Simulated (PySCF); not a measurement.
**Electron correlation in B³⁺ (boron, charge +3)**

1s2, closed-shell 1S. Calculation: PySCF 2.14, in aug-cc-pCVTZ-DK (7s6p4d2f, 59 functions); scalar relativity by spin-free X2C-1e. Frozen: nothing; 2 electrons correlated.

With two correlated electrons CCSD is exact within the correlated space (frozen core and kept virtual orbitals).

| level | correlation energy (mhartree) |
| --- | --- |
| CCSD | -41.19 |

Diagnostics: T1 = 0.00011, D1 = 0.0002, largest double amplitude 0.011.

Cost of the coupled-cluster step: roughly 0.7 core-seconds, for 2 correlated electrons.
